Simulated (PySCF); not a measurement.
## Stationary points of TcS₃

Computed with PBE0/[Tc def2-SVP with ECP28, S def2-SVP], scalar-relativistic core potentials, density fitting, no spin–orbit coupling, PySCF.

Relaxations began from a few typed shapes; open shells are unrestricted. The search is not exhaustive: other isomers or separated fragments can lie lower, and high-lying points may rest on an excited occupation.

Which is the lowest minimum found?
A. doublet C3v: Tc–S 2.081 Å (×3); S–Tc–S 115.9° (×3)
B. broken-symmetry Ms = 1/2 (⟨S²⟩ 1.87) C2v: Tc–S 2.108 Å (×2), Tc–S 2.201 Å; S–Tc–S 113.3° (×2), S–Tc–S 133.3°
C. broken-symmetry Ms = 1/2 (⟨S²⟩ 1.86) Cs: Tc–S 2.103 Å (×2), Tc–S 2.200 Å; S–Tc–S 111.0° (×2), S–Tc–S 128.0°

A. The others lie at 104.8 (broken-symmetry Ms = 1/2 Cs), 106.2 (broken-symmetry Ms = 1/2 C2v, a saddle point) kJ/mol above it.

Formally Tc is in oxidation state +6, d1, with 1 unpaired electron. The Mulliken spin on Tc is 1.20. The polar-tensor charge on Tc, 0.99, is far below the formal one.

For the lowest minimum: open d and f shells are described by one determinant, and the ground state may have another occupation or spin.
